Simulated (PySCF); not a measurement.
## Diatomics of Cl with the fifth-period p block

MP2 with triple-zeta basis sets in PySCF, for the lowest determinant that a PBE0 search found; no spin–orbit coupling. De refers to high-spin ground-configuration atoms.

```tsv
M	basis	reference, frozen orbitals	state (unpaired electrons)	Re (Å)	ωe (cm⁻¹)	De (eV)
In	def2-TZVPP	RHF, 9	singlet (closed shell)	2.400	325	4.68
Sn	def2-TZVPP	UHF, 9	doublet (π ↑)	2.357	360	3.88
Sb	def2-TZVPP	UHF, 9	triplet (π ↑↑)	2.334	380	2.93
Te	def2-TZVPP	UHF, 9	doublet (π ↑)	2.307	399	2.62
I	def2-TZVPP	RHF, 9	singlet (closed shell)	2.307	407	2.36
```

The shortest bond is that of TeCl (2.307 Å), the longest that of InCl (2.400 Å). InCl is bound most strongly (4.68 eV) and ICl least (2.36 eV).

The state changes along the series, so neighbouring rows are not always alike in their bonding.

Correlated steps freeze 9 core orbitals. These are scalar-relativistic numbers at best; spin–orbit coupling would shift them, the dissociation energy most. Where the molecule has an RHF reference, its open-shell atoms are computed with UHF. States were picked by a PBE0 search and need not be the measured ground states.
